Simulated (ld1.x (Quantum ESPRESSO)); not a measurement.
**PBE ultrasoft dataset for erbium, scalar-relativistic all-electron reference.**

The input file (ld1.x (Quantum ESPRESSO) 7.5):

```
&input
   title='Er', zed=68., rel=1, dft='PBE', iswitch=3,
   config='[Xe] 4f12 5d0 6s0.5 6p0',
   nld=4, rlderiv=3.55, eminld=-7.0, emaxld=5.0, deld=0.02
 /
 &inputp
   pseudotype=3, tm=.true., lloc=-1, rcloc=2.80,
   nlcc=.true.,
   which_augfun='PSQ', rmatch_augfun_nc=.true.,
   file_pseudopw='Er.UPF', file_wfcaegen='ae.wfc', file_wfcncgen='nc.wfc', file_beta='beta', file_chi='chi', file_wfcusgen='us.wfc'
 /
8
5S  1  0   2.00   0.00  1.85  2.55  0.0
6S  2  0   0.50   0.00  1.85  2.55  0.0
5P  2  1   6.00   0.00  1.95  2.45  0.0
6P  3  1   0.00   0.00  1.95  2.45  0.0
5D  3  2   0.00   0.00  2.45  3.25  0.0
5D  3  2   0.00   3.65  2.45  3.25  0.0
4F  4  3  12.00   0.00  1.15  1.35  0.0
4F  4  3   0.00   0.55  1.15  1.35  0.0
 &test
   configts(1)='4f12 5s2 5p6 5d0 6s0.5 6p0'
 /
```

Command:

```bash
ld1.x < Er.in > Er.out
```

The program printed (shortened: banner, matrices, multipoles, cross overlaps and the repeated all-electron block are left out):

```
Program LD1 v.7.5
     --------------------------- All-electron run ----------------------------

     Er
     scalar relativistic calculation

     atomic number is 68.00
     dft =PBE   lsd =0 sic =0 latt =0  beta=0.20 tr2=1.0E-14
     Exchange-correlation= PBE
                           (   1   4   3   4   0   0   0)
     mesh =1267 r(mesh) = 100.03222 a.u. xmin = -7.00 dx = 0.01250
     1 Ry =  13.60569312 eV, c = 137.03599908

     n l     nl                  e(Ry)          e(Ha)          e(eV)
     1 0     1S 1( 2.00)     -4217.9011     -2108.9506    -57387.4684
     2 0     2S 1( 2.00)      -709.2135      -354.6067     -9649.3407
     2 1     2P 1( 6.00)      -627.3001      -313.6501     -8534.8530
     3 0     3S 1( 2.00)      -159.4904       -79.7452     -2169.9778
     3 1     3P 1( 6.00)      -134.5777       -67.2889     -1831.0235
     4 0     4S 1( 2.00)       -32.0658       -16.0329      -436.2775
     4 1     4P 1( 6.00)       -23.8752       -11.9376      -324.8390
     3 2     3D 1(10.00)      -103.4187       -51.7093     -1407.0829
     5 0     5S 1( 2.00)        -4.5782        -2.2891       -62.2898
     5 1     5P 1( 6.00)        -2.7029        -1.3515       -36.7749
     4 2     4D 1(10.00)       -12.9096        -6.4548      -175.6439
     4 3     4F 1(12.00)        -0.9886        -0.4943       -13.4505
     5 2     5D 1( 0.00)        -0.7326        -0.3663        -9.9676
     6 0     6S 1( 0.50)        -0.8772        -0.4386       -11.9352
     6 1     6P 1( 0.00)        -0.5823        -0.2911        -7.9223

     final scf error:  8.9E-15 reached in  34 iterations

     Etot =  -26171.891662 Ry,  -13085.945831 Ha, -356086.726401 eV

     Ekin =   28378.697895 Ry,   14189.348947 Ha,  386111.854783 eV
     Encl =  -64185.542250 Ry,  -32092.771125 Ha, -873288.790791 eV
     Eh   =   10189.777860 Ry,    5094.888930 Ha,  138638.990554 eV
     Exc  =    -554.825166 Ry,    -277.412583 Ha,   -7548.780947 eV

     normalization and overlap integrals

     s(1S/1S) =  1.000000  <r> =   0.0204  <r2> =    0.0006  r(max) =   0.0128
     s(2S/2S) =  1.000000  <r> =   0.0865  <r2> =    0.0088  r(max) =   0.0728
     s(2P/2P) =  1.000000  <r> =   0.0767  <r2> =    0.0072  r(max) =   0.0596
     s(3S/3S) =  1.000000  <r> =   0.2253  <r2> =    0.0580  r(max) =   0.2081
     s(3P/3P) =  1.000000  <r> =   0.2245  <r2> =    0.0584  r(max) =   0.2030
     s(4S/4S) =  1.000000  <r> =   0.5081  <r2> =    0.2915  r(max) =   0.4750
     s(4P/4P) =  1.000000  <r> =   0.5391  <r2> =    0.3307  r(max) =   0.4931
     s(3D/3D) =  1.000000  <r> =   0.2038  <r2> =    0.0487  r(max) =   0.1662
     s(5S/5S) =  1.000000  <r> =   1.2526  <r2> =    1.7682  r(max) =   1.1113
     s(5P/5P) =  1.000000  <r> =   1.4899  <r2> =    2.5294  r(max) =   1.2751
     s(4D/4D) =  1.000000  <r> =   0.5838  <r2> =    0.3959  r(max) =   0.5120
     s(4F/4F) =  1.000000  <r> =   0.8237  <r2> =    0.9335  r(max) =   0.5120
     s(5D/5D) =  1.000000  <r> =   2.6061  <r2> =    8.1375  r(max) =   1.9261
     s(6S/6S) =  1.000000  <r> =   3.4749  <r2> =   13.5606  r(max) =   3.0587
     s(6P/6P) =  1.000000  <r> =   4.4302  <r2> =   22.0265  r(max) =   3.9275

     ------------------------ End of All-electron run ------------------------

     --------------------- Generating US pseudopotential ---------------------

      Generating local potential from pseudized AE potential:
      Matching radius rcloc =   2.8000

      Local pseudo, rcloc= 2.802 Estimated cut-off energy=     2.94 Ry

      Computing core charge for nlcc:

       r > 0.67 : true rho core
       r < 0.67 : rho core = a sin(br)/r    a=  71.16  b=   3.80

      Integrated core pseudo-charge :  17.92
      Wfc-us  5S rcutus= 2.536  Estimated cut-off energy=     9.05 Ry
      Wfc-us  6S rcutus= 2.536  Estimated cut-off energy=    18.54 Ry
      Wfc-us  5P rcutus= 2.473  Estimated cut-off energy=    14.04 Ry
      Wfc-us  6P rcutus= 2.473  Estimated cut-off energy=    26.34 Ry
      Wfc-us  5D rcutus= 3.256  Estimated cut-off energy=    10.95 Ry
      Wfc-us  5D rcutus= 3.256  Estimated cut-off energy=    15.36 Ry
      Wfc-us  4F rcutus= 1.357  Estimated cut-off energy=    86.39 Ry
      Wfc-us  4F rcutus= 1.357  Estimated cut-off energy=   139.08 Ry

     Q pseudized with Bessel functions
     Expected ecutrho=     446.7973 due to l1=  3   l2=  3

     ------------------- End of pseudopotential generation -------------------

     Computing logarithmic derivative in   3.53164
     Computing logarithmic derivative in   3.53164
     Computing the partial wave expansion
     R is outside the sphere for l=    0 j= 0.00
     R is outside the sphere for l=    0 j= 0.00
     R is outside the sphere for l=    1 j= 0.00
     R is outside the sphere for l=    1 j= 0.00
     R is outside the sphere for l=    2 j= 0.00
     R is outside the sphere for l=    2 j= 0.00
     R is outside the sphere for l=    3 j= 0.00
     R is outside the sphere for l=    3 j= 0.00

     ---------------------- Testing the pseudopotential ----------------------

     Er
     scalar relativistic calculation

     atomic number is 68.00   valence charge is 22.00
     dft =PBE   lsd =0 sic =0 latt =0  beta=0.20 tr2=1.0E-14
     mesh =1267 r(mesh) = 100.03222 xmin = -7.00 dx = 0.01250

     n l     nl             e AE (Ry)        e PS (Ry)    De AE-PS (Ry)
     4 3     4F   1(12.00)       -0.98859       -0.98858       -0.00001
     1 0     5S   1( 2.00)       -4.57821       -4.57820       -0.00001
     2 1     5P   1( 6.00)       -2.70291       -2.70290       -0.00001
     3 2     5D   1( 0.00)       -0.73261       -0.73260       -0.00000
     2 0     6S   1( 0.50)       -0.87722       -0.87722       -0.00000
     3 1     6P   1( 0.00)       -0.58228       -0.58228       -0.00000

     eps = 1.6E-15  iter =  6

     Etot =  -26171.891662 Ry,  -13085.945831 Ha, -356086.726401 eV
     Etotps =  -444.075624 Ry,    -222.037812 Ha,   -6041.956662 eV

     Ekin =      79.286423 Ry,      39.643212 Ha,    1078.746745 eV
     Encl =    -740.139249 Ry,    -370.069624 Ha,  -10070.107485 eV
     Ehrt =     355.872818 Ry,     177.936409 Ha,    4841.896347 eV
     Ecxc =    -109.560271 Ry,     -54.780136 Ha,   -1490.643429 eV
     (Ecc =     -56.616967 Ry,     -28.308484 Ha,    -770.313082 eV)
     Epseu=     -29.535345 Ry,     -14.767672 Ha,    -401.848840 eV

     ---------------------- End of pseudopotential test ----------------------
```

Generation and configuration tests took about 3 s on one core of a shared server CPU.

Transferability test of the new file with ld1.x, input:

```
&input
   title='Er', zed=68., rel=1, dft='PBE', iswitch=2,
   config='[Xe] 4f12 5d0 6s0.5 6p0'
 /
 &test
   file_pseudo='Er.UPF', nconf=8,
   configts(1)='4f12 5s2 5p6 5d0 6s0.5 6p0',
   configts(2)='4f12 5s2 5p6 5d0 6s2 6p0',
   configts(3)='4f12 5s2 5p6 5d0 6s1 6p0',
   configts(4)='4f12 5s2 5p6 5d0 6s0 6p0',
   configts(5)='4f11 5s2 5p6 5d1 6s1 6p0',
   configts(6)='4f12 5s2 5p5 5d0 6s2 6p0',
   configts(7)='4f13 5s2 5p6 5d0 6s0 6p0',
   configts(8)='4f10 5s2 5p6 5d0 6s0 6p0'
 /
```

```bash
ld1.x < Er.test.in > Er.test.out
```

Pseudopotential blocks of its output, shortened (energy terms left out; the distinct warnings before each block abridged to one line each):

```
     ---------------------- Testing the pseudopotential ----------------------

     n l     nl             e AE (Ry)        e PS (Ry)    De AE-PS (Ry)
     4 3     4F   1(12.00)       -0.98859       -0.98858       -0.00001
     1 0     5S   1( 2.00)       -4.57821       -4.57820       -0.00001
     2 1     5P   1( 6.00)       -2.70291       -2.70290       -0.00001
     3 2     5D   1( 0.00)       -0.73261       -0.73260       -0.00000
     2 0     6S   1( 0.50)       -0.87722       -0.87722       -0.00000
     3 1     6P   1( 0.00)       -0.58228       -0.58228       -0.00000

     eps = 1.5E-15  iter =  6

     Etot =  -26171.891662 Ry,  -13085.945831 Ha, -356086.726402 eV
     Etotps =  -444.075624 Ry,    -222.037812 Ha,   -6041.956662 eV

     ---------------------- End of pseudopotential test ----------------------

          Warning: n=1, l=0 expected 0 nodes, found 1
     Warning: n=4, l=3 expected 0 nodes, found 1
     ---------------------- Testing the pseudopotential ----------------------

     n l     nl             e AE (Ry)        e PS (Ry)    De AE-PS (Ry)
     4 3     4F   1(12.00)       -0.23043       -0.23020       -0.00022
     1 0     5S   1( 2.00)       -3.81161       -3.81278        0.00117
     2 1     5P   1( 6.00)       -1.93906       -1.93963        0.00056
     3 2     5D   1( 0.00)       -0.06717       -0.06717       -0.00000
     2 0     6S   1( 2.00)       -0.28155       -0.28179        0.00024
     3 1     6P   1( 0.00)       -0.08328       -0.08246       -0.00082

     eps = 3.0E-15  iter = 11

     Etot =  -26172.745710 Ry,  -13086.372855 Ha, -356098.346315 eV
     Etotps =  -444.930232 Ry,    -222.465116 Ha,   -6053.584196 eV
     dEtot_ae =      -0.854048 Ry
     dEtot_ps =      -0.854608 Ry,   Delta E=       0.000560 Ry

     ---------------------- End of pseudopotential test ----------------------

          ---------------------- Testing the pseudopotential ----------------------

     n l     nl             e AE (Ry)        e PS (Ry)    De AE-PS (Ry)
     4 3     4F   1(12.00)       -0.71428       -0.71404       -0.00023
     1 0     5S   1( 2.00)       -4.30073       -4.30114        0.00041
     2 1     5P   1( 6.00)       -2.42710       -2.42730        0.00020
     3 2     5D   1( 0.00)       -0.48993       -0.48995        0.00003
     2 0     6S   1( 1.00)       -0.66574       -0.66583        0.00009
     3 1     6P   1( 0.00)       -0.40271       -0.40203       -0.00069

     eps = 4.2E-15  iter = 16

     Etot =  -26172.276656 Ry,  -13086.138328 Ha, -356091.964506 eV
     Etotps =  -444.460794 Ry,    -222.230397 Ha,   -6047.197168 eV
     dEtot_ae =      -0.384994 Ry
     dEtot_ps =      -0.385170 Ry,   Delta E=       0.000176 Ry

     ---------------------- End of pseudopotential test ----------------------

          ---------------------- Testing the pseudopotential ----------------------

     n l     nl             e AE (Ry)        e PS (Ry)    De AE-PS (Ry)
     4 3     4F   1(12.00)       -1.28158       -1.28216        0.00058
     1 0     5S   1( 2.00)       -4.87461       -4.87426       -0.00035
     2 1     5P   1( 6.00)       -2.99670       -2.99655       -0.00014
     3 2     5D   1( 0.00)       -0.99065       -0.99061       -0.00003
     2 0     6S   1( 0.00)       -1.09388       -1.09388       -0.00001
     3 1     6P   1( 0.00)       -0.75666       -0.75821        0.00155

     eps = 9.8E-15  iter =  9

     Etot =  -26171.398004 Ry,  -13085.699002 Ha, -356080.009848 eV
     Etotps =  -443.581775 Ry,    -221.790888 Ha,   -6035.237506 eV
     dEtot_ae =       0.493658 Ry
     dEtot_ps =       0.493849 Ry,   Delta E=      -0.000191 Ry

     ---------------------- End of pseudopotential test ----------------------
```

The test run then stopped with an error in chargeps: “negative rho”.
